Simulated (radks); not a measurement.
The selenium ion Se33+, configuration 1s1.

Method: scalar-relativistic Kohn-Sham, PBEsol, spin-polarised, spherical densities, finite nucleus; open shells are filled with parallel spins first; Fermi nuclear charge, rms radius 4.14 fm; computed with a radial shooting solver on a logarithmic mesh with Libxc functionals.

Energy parts (eV):
total: -15959.729
kinetic: 16474.167
electron-nucleus: -32451.905
Hartree: 295.650
exchange-correlation: -277.641

Orbitals (lengths in bohr, moments of r in powers of bohr; <r^-3> diverges for s and p1/2; r(90%) holds 90 % of the orbital's charge):
| orbital | occ. | eigenvalue (eV) | <r^-3> | r(90%) |
|---|---|---|---|---|
| 1s up | 1 | -15744.42 | - | 0.0771 |
| 2s up | 0 | -3872.023 | - | 0.266 |
| 2p up | 0 | -3811.697 | 1713 | 0.236 |

The highest occupied level is 1s up at -15744.4 eV. Spin moment in Bohr magnetons: 1.
